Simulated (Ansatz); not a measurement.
Cartesian coordinates in Å:
```
C -1.391 0.185 -0.063
N 0.041 0.033 0.044
C 0.576 -0.918 -0.900
Al 1.049 0.905 1.196
F 0.299 1.961 2.221
H -1.910 -0.767 0.117
H -1.684 0.532 -1.064
H -1.758 0.911 0.665
H 0.143 -1.918 -0.756
H 1.661 -1.007 -0.791
H 0.369 -0.619 -1.937
H 2.605 0.703 1.268
```

Charge 0, multiplicity 1.

Question: List the ωB97M-V/def2-TZVPP orbital energies in eV (Ansatz 0.2.0). (Estimate.)

Answer: Computed: Occupied: -1531.92, -676.38, -394.26, -282.08, -281.99, -116.57, -76.22, -76.09, -76.03, -34.53, -27.74, -22.57, -19.93, -16.28, -15.32, -15.19, -15.07, -13.96, -13.88, -13.40, -12.79, -12.48, -11.39, -8.90. Lowest empty: 1.23, 1.81, 2.39, 3.29, 3.71, 4.44, 4.71, 4.76.
